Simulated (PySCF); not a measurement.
CdCl, SMILES [Cl][Cd+], charge +1. The structure is a stationary point at B3LYP-D3(BJ)/def2-TZVPD. The multiplicity is an assumed one; other spin states were not compared. The def2 effective core potentials stand for the cores of Cd; spin–orbit coupling is left out.

All values below come from PySCF 2.14.0 with B3LYP-D3(BJ)/def2-TZVPD.

Harmonic wavenumbers (cm⁻¹): 370. Rotational constants (GHz): 3.648 (linear); symmetry number 1.

Work out the zero-point energy and the ideal-gas rigid-rotor harmonic-oscillator thermochemistry at 298.15 K and 1 atm.

ZPE = ½ Σ hcν = ½ × 370 cm⁻¹ = 2.22 kJ/mol. H − E(el) = 11.78 kJ/mol. Entropy in J/(mol K): translation 171.06, rotation 70.18, vibration 4.51, total 245.75. G − E(el) = -61.49 kJ/mol. Cp = 35.52 J/(mol K).
